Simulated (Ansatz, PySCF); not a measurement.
Potential energy curve for SiH (cation, charge +1), singlet.

Methods: UHF/cc-pVTZ (Ansatz, an electronic-structure program); RHF/cc-pVTZ (Ansatz); UKS-CAM-B3LYP = unrestricted CAM-B3LYP/cc-pVTZ in Ansatz; RKS-CAM-B3LYP = restricted CAM-B3LYP/cc-pVTZ (Ansatz); UKS-PBE = unrestricted PBE/cc-pVTZ in Ansatz; RKS-PBE = restricted PBE/cc-pVTZ in Ansatz; UKS-B3LYP/6-31G* = unrestricted B3LYP/6-31G*, spherical d run with PySCF; RKS-B3LYP/6-31G* = restricted B3LYP/6-31G*, spherical d (PySCF 2.14.0); UKS-B3LYP/LANL2DZ = unrestricted B3LYP/LANL2DZ, with its core potentials past Ne (PySCF); RKS-B3LYP/LANL2DZ = PySCF 2.14.0 with restricted B3LYP/LANL2DZ, with its core potentials past Ne.

Scanned distances (Å): 1.23, 1.31, 1.38, 1.42, 1.45, 1.52, 1.57, 1.63, 1.64, 1.77, 1.84, 2.06, 2.29, 2.51, 2.74, 3.00, 3.33, 3.79, 4.18, 4.59, 5.35, 6.00.

Q: Where does the unrestricted solution first break spin symmetry (<S²> of 0.01 or more)?

A: UHF: already at 1.23 Å; UKS-CAM-B3LYP: between 2.06 and 2.29 Å; UKS-PBE: between 2.51 and 2.74 Å; UKS-B3LYP/6-31G*: between 2.29 and 2.51 Å; UKS-B3LYP/LANL2DZ: between 2.29 and 2.51 Å.

| R / Å | <S²> UHF | E(RHF) − E(UHF) / kJ/mol | <S²> UKS-CAM-B3LYP | E(RKS-CAM-B3LYP) − E(UKS-CAM-B3LYP) / kJ/mol | <S²> UKS-PBE | E(RKS-PBE) − E(UKS-PBE) / kJ/mol | <S²> UKS-B3LYP/6-31G* | E(RKS-B3LYP/6-31G*) − E(UKS-B3LYP/6-31G*) / kJ/mol | <S²> UKS-B3LYP/LANL2DZ | E(RKS-B3LYP/LANL2DZ) − E(UKS-B3LYP/LANL2DZ) / kJ/mol |
|---|---|---|---|---|---|---|---|---|---|---|
| 1.23 | 0.15 | 1.3 | 0.00 | 0.0 | 0.00 | 0.0 | 0.00 | 0.0 | 0.00 | 0.0 |
| 1.31 | 0.13 | 0.9 | 0.00 | 0.0 | 0.00 | 0.0 | 0.00 | 0.0 | 0.00 | 0.0 |
| 1.38 | 0.10 | 0.6 | 0.00 | 0.0 | 0.00 | 0.0 | 0.00 | 0.0 | 0.00 | 0.0 |
| 1.42 | 0.09 | 0.5 | 0.00 | 0.0 | 0.00 | 0.0 | 0.00 | 0.0 | 0.00 | 0.0 |
| 1.45 | 0.08 | 0.4 | 0.00 | 0.0 | 0.00 | 0.0 | 0.00 | 0.0 | 0.00 | 0.0 |
| 1.52 | 0.07 | 0.2 | 0.00 | 0.0 | 0.00 | 0.0 | 0.00 | 0.0 | 0.00 | 0.0 |
| 1.57 | 0.05 | 0.2 | 0.00 | 0.0 | 0.00 | 0.0 | 0.00 | 0.0 | 0.00 | 0.0 |
| 1.63 | 0.04 | 0.1 | 0.00 | 0.0 | 0.00 | 0.0 | 0.00 | 0.0 | 0.00 | 0.0 |
| 1.64 | 0.04 | 0.1 | 0.00 | 0.0 | 0.00 | 0.0 | 0.00 | 0.0 | 0.00 | 0.0 |
| 1.77 | 0.02 | 0.0 | 0.00 | 0.0 | 0.00 | 0.0 | 0.00 | 0.0 | 0.00 | 0.0 |
| 1.84 | 0.01 | 0.0 | 0.00 | 0.0 | 0.00 | 0.0 | 0.00 | 0.0 | 0.00 | 0.0 |
| 2.06 | 0.14 | 1.4 | 0.00 | 0.0 | 0.00 | 0.0 | 0.00 | 0.0 | 0.00 | 0.0 |
| 2.29 | 0.57 | 34.9 | 0.04 | 0.1 | 0.00 | 0.0 | 0.00 | 0.0 | 0.00 | 0.0 |
| 2.51 | 0.77 | 87.0 | 0.41 | 13.5 | 0.00 | 0.0 | 0.26 | 4.6 | 0.29 | 6.2 |
| 2.74 | 0.88 | 145.6 | 0.67 | 42.4 | 0.49 | 9.2 | 0.57 | 23.5 | 0.58 | 26.2 |
| 3.00 | 0.95 | 208.2 | 0.83 | 80.9 | 0.81 | 33.3 | 0.77 | 52.2 | 0.77 | 54.8 |
| 3.33 | 1.02 | 276.9 | 0.93 | 127.3 | 1.01 | 66.6 | 0.91 | 87.9 | 0.93 | 89.4 |
| 3.79 | 1.02 | 349.7 | 0.98 | 178.8 | 1.00 | 99.9 | 0.99 | 126.4 | 1.00 | 125.5 |
| 4.18 | 1.02 | 393.9 | 1.00 | 210.1 | 1.00 | 116.5 | 1.00 | 147.9 | 1.00 | 144.9 |
| 4.59 | 1.02 | 427.4 | 1.00 | 233.4 | 1.00 | 126.7 | 1.00 | 161.9 | 1.00 | 157.3 |
| 5.35 | 1.02 | 465.5 | 1.00 | 258.7 | 1.00 | 135.0 | 1.00 | 174.2 | 1.00 | 168.1 |
| 6.00 | 1.02 | 483.1 | 1.00 | 269.9 | 1.00 | 137.3 | 1.00 | 177.6 | 1.00 | 171.3 |
